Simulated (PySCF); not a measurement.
Computed shifts of a molecule C3H9BO, PySCF with PBE/pcSseg-1, GIAO, gas phase, atoms alike by connectivity averaged where their shifts nearly agree, in ppm (number of nuclei): ¹³C: 57.0 (1), 10.8 (1), 3.8 (1). ¹H: 4.00 (3), 0.74 (3), 0.57 (3). References: ¹¹B against BF3 (σ = 83.9 ppm); ¹³C against TMS (σ = 182.0 ppm); ¹H against TMS (σ = 31.49 ppm); ¹⁷O against H2O (σ = 334.3 ppm), references at their B3LYP-D3(BJ)/def2-TZVP geometries, non-relativistic. The structure is a stationary point at PBE0-D3(BJ)/def2-SVP. One conformer was computed; it need not be the lowest.

Problem. Which structure fits?
A) COB(C)C
B) CBOCC
C) CCBOC
D) CCB(C)O

Solution. A, COB(C)C
